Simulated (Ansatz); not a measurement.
Reaction (formal exchange of groups at the Al–O bond): `C[O][AlH][F]` + `NCBO` → `O[BH][AlH][F]` + `COCN`

Gas-phase electronic energies from Ansatz, PBE0-D4/def2-TZVP geometries. CCSD(T)/CBS adds triple-zeta CCSD(T) − MP2 to the extrapolated MP2 energy (def2 sets, frozen cores). This one scheme is used for every species. Each species was taken in one conformer, which may not be the lowest.

| level | ΔE (kJ/mol) |
| --- | --- |
| HF/def2-QZVPP | 234.0 |
| MP2/CBS(def2) | 250.7 |

(1) What does CCSD(T)/CBS give? (An estimate is asked.)

Largest T1 diagnostic among the species: 0.014.

## Answers

(1) Computed: +237.5 kJ/mol. The listed levels differ from it by -3.5, 13.2 kJ/mol.

From PBE to PBE0 (25 % exact exchange), in def2-TZVPP and without D4, ΔE moves by +5.7 kJ/mol.
